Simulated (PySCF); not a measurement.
Compound: C₄H₉GeP.
SMILES: `C1[CH2][GeH]([CH2]C=1)[PH2]`

A linear-response calculation (PySCF, def2-SVPD basis, gas phase, vertical, core orbitals frozen in the response) gave these numbers; the functional is withheld.

Orbital energies (eV): HOMO-3 -10.21, HOMO-2 -9.40, HOMO-1 -8.61, HOMO -8.32, LUMO 0.98, LUMO+1 1.43, LUMO+2 1.51.

| state | E (eV) | f | main configurations (H = HOMO, L = LUMO) |
| --- | --- | --- | --- |
| S1 | 6.44 | 0.038 | H→L (44%), H→L+4 (14%) |
| S2 | 6.55 | 0.019 | H→L (33%), H→L+4 (14%), H→L+1 (12%) |
| S3 | 6.68 | 0.016 | H-1→L (55%), H→L+3 (12%), H→L+1 (8%) |
| S4 | 6.79 | 0.205 | H→L+1 (34%), H-1→L+1 (16%), H→L+4 (15%) |
| S5 | 6.97 | 0.115 | H→L+2 (46%), H→L+3 (16%), H→L+5 (8%) |
| S6 | 7.13 | 0.0019 | H-2→L+2 (34%), H-1→L+2 (26%), H→L+2 (10%) |

Triplets, Tamm–Dancoff:

```tsv
state	E (eV)	λ (nm)	main configurations (H = HOMO, L = LUMO)
T1	4.29	289.3	H→L+2 (43%), H-1→L+2 (34%)
T2	5.46	227.1	H→L (29%), H-1→L (21%)
T3	5.67	218.5	H→L+4 (25%), H-1→L+4 (24%), H-1→L+5 (10%)
T4	6.32	196.2	H→L+1 (41%), H-1→L+1 (26%), H→L (9%)
```

Vertical ionisation energy by ΔSCF with the same functional: 9.04 eV. Mean static polarisability: 102.8 au.

**Question.** Name the functional.
A. HF
B. PBE0
C. CAM-B3LYP
D. PBE

**Answer.** C. CAM-B3LYP is range-separated, 19% exact exchange at short range and 65% at long range (ω = 0.33 bohr⁻¹). In this run −ε(HOMO) = 8.32 eV differs from the ΔSCF value by -0.72 eV, and S1 differs from the orbital gap of 9.30 eV by -2.86 eV. The ratio −ε(HOMO)/IP is 0.92. Usual ranges for neutral molecules in this basis: 0.85 to 0.93 with CAM-B3LYP, 0.5 to 0.7 with PBE, 0.7 to 0.83 with PBE0; with Hartree–Fock the ratio is 1 or more (Koopmans' value less the relaxation energy is the ΔSCF value).

Level of theory: PySCF, TDDFT CAM-B3LYP/def2-SVPD, vertical, gas phase, core orbitals frozen in the response. One conformer (not necessarily the lowest) at the PBE0-D3(BJ)/def2-SVP geometry, without solvent, vibrations or thermal averaging. The CAM-B3LYP/def2-SVPD calculation is non-relativistic and has no spin–orbit coupling, an omission that weighs most on germanium.
